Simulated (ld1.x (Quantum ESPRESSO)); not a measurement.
V: one change to an RRKJ potential, before and after

- Element: vanadium (V)
- Generator: ld1.x (Quantum ESPRESSO) 7.5
- Type: norm-conserving RRKJ (Kleinman–Bylander form)
- Functional: LDA (PZ)
- Relativity: scalar-relativistic
- Frozen core: [Ar]
- Valence charge: 5
- Reference configuration: 3d3 4s1.75 4p0.25
- Partial waves: 4p (bound): rc 3.95 bohr; 3d (bound): rc 1.40 bohr; 4s (bound): rc 2.50 bohr
- Local potential: the s channel
- Core correction: a·sin(br)/r model core inside 0.75 bohr
- rho0: 0.001

All-electron outer shells of the reference configuration (LDA (PZ), scalar-relativistic, ld1.x):

```
shell  level (eV)  outermost node (bohr)  outermost maximum (bohr)
   3s      -70.20                   0.38                      0.82
   3p      -44.32                   0.35                      0.84
   3d       -5.73                      –                      0.88
   4s       -5.08                   1.17                      2.72
   4p       -1.72                   1.30                      3.59
```

Change: core correction a·sin(br)/r model core inside 1.06 bohr.

Cutoffs: the cutoffs (Ry, on a coarse ladder) from which the occupation-weighted sum of valence levels, in a spherical-Bessel basis at the reference potential, stays within 10 and 1 mRy of its value at 400 Ry; they do not see the model core or the augmentation charge, which bear on the density cutoff. Errors are all-electron minus pseudo energies relative to the spin-unpolarised reference configuration.

Problem. What does the change do?

Solution. The potential gets neither clearly harder nor softer (80 Ry and 90 Ry → 80 Ry and 90 Ry); of the 9 tests that both files solve, the error grows in 2 and shrinks in 0 by more than 15 % and 0.3 meV (median size 39.3 → 39.0 meV); neither file shows a bound ghost. A wider model core is smoother and lowers the density cutoff, which this test does not measure.

```csv
quantity,base,changed
"cutoff, loose",80 Ry,80 Ry
"cutoff, tight",90 Ry,90 Ry
bound ghosts,none,none
"error for 3d3 4s2 4p0, meV [ΔE -0.84 eV]",-0.1,-0.1
"error for 3d3 4s1 4p0, meV [ΔE 7.11 eV]",-4.4,-4.4
"error for 3d3 4s0 4p0, meV [ΔE 21.65 eV]",-39,-39
"error for 3d4 4s0 4p0, meV [ΔE 6.54 eV]",-364,-361
"error for 3d3.5 4s1.5 4p0, meV [ΔE -0.81 eV]",-69,-68
"error for 3d3 4s1 4p1, meV [ΔE 2.57 eV]",-2.0,-2.0
"error for 3d3 4s0 4p1, meV [ΔE 11.28 eV]",-16,-16
"error for 3d3 4s1.75 4p0.25 (spin-polarised), meV [ΔE -1.79 eV]",+93,+156
"error for 3d3 4s2 4p0 (spin-polarised), meV [ΔE -2.46 eV]",+94,+157
s: phases at 4.30 bohr within 0.05 rad from the reference energy up to (Ry; the scan ends near 5),0.8,0.8
p: phases at 4.30 bohr within 0.05 rad from the reference energy up to (Ry; the scan ends near 5),1.3,1.3
d: phases at 4.30 bohr within 0.05 rad from the reference energy up to (Ry; the scan ends near 5),0.2,0.2
```
